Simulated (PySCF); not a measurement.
**Core-level binding energies of `COC(OC)C(F)F`**

C₄H₈F₂O₂.
SMILES with atom numbers: `[CH3:1][O:2][CH:3]([O:4][CH3:5])[CH:6]([F:7])[F:8]`

Geometry (PBE0-D3(BJ)/def2-SVP, Å), atoms numbered from 1 in this order:
```xyz
16
C4H8F2O2 angstrom
C      1.7729    1.0127    0.9885
O      0.5178    1.3578    0.4643
C     -0.0962    0.3523   -0.2394
O     -0.3510   -0.7276    0.5946
C     -0.4765   -1.9777   -0.0265
C     -1.3766    0.9523   -0.8136
F     -1.8896    0.0922   -1.7285
F     -2.2922    1.1300    0.1485
H      2.4697    0.7014    0.1863
H      2.1774    1.9066    1.4807
H      1.6930    0.1963    1.7235
H      0.5313    0.0160   -1.1018
H      0.3593   -2.1663   -0.7278
H     -0.4471   -2.7391    0.7648
H     -1.4231   -2.0775   -0.5823
H     -1.1753    1.9189   -1.3070
```

Level of theory: PySCF 2.14.0, delta-SCF UKS SCAN, pcX-2 on the ionised atom, pcseg-1 elsewhere, spin-free X2C. Each binding energy is the total energy of the core-ionised species, with the hole localised on one atom, minus that of the ground state; both are solved self-consistently, so orbital relaxation is included.

List the computed XPS lines with their assignment.

```tsv
atom(s)	environment	level	binding energy (eV)	above the level's lowest (eV)	count
C1/C5	methoxy carbon	C 1s	292.45	0.00	2
O2/O4	ether oxygen	O 1s	539.01	0.00	2
C3	sp3 carbon bearing two oxygens	C 1s	294.01	+1.56	1
C6	CHF2 carbon	C 1s	295.55	+3.10	1
F7/F8	fluorine of a CF2 group	F 1s	693.31	0.00	2
```

Lowest listed C 1s: C1/C5, bonded to O and 3 H. Highest, 3.10 eV above it: C6, bonded to 2 F, C and H. The widest gap between neighbouring values is 1.56 eV, between 292.45 and 294.01 eV. Summing the Pauling electronegativity differences to the bonded atoms, each weighted by its formal bond order, gives -0.16 for the lowest site and +2.51 for the highest; no listed site has a larger sum than the highest.

Which photon wavelength matches the C 1s of C6 threshold?

λ = hc/E = 12398.42 eV Å / 295.55 eV = 41.950 Å.

Express the binding energy of C 1s of C6 in atomic units and per mole.

295.55 eV = 10.8613 Eh = 28516 kJ/mol.

One atom of each set of topologically equivalent atoms was ionised and stands for the set; in this conformer not all members are related by symmetry, and their own values weren't computed. Isolated species at its PBE0-D3(BJ)/def2-SVP geometry (one conformer only).
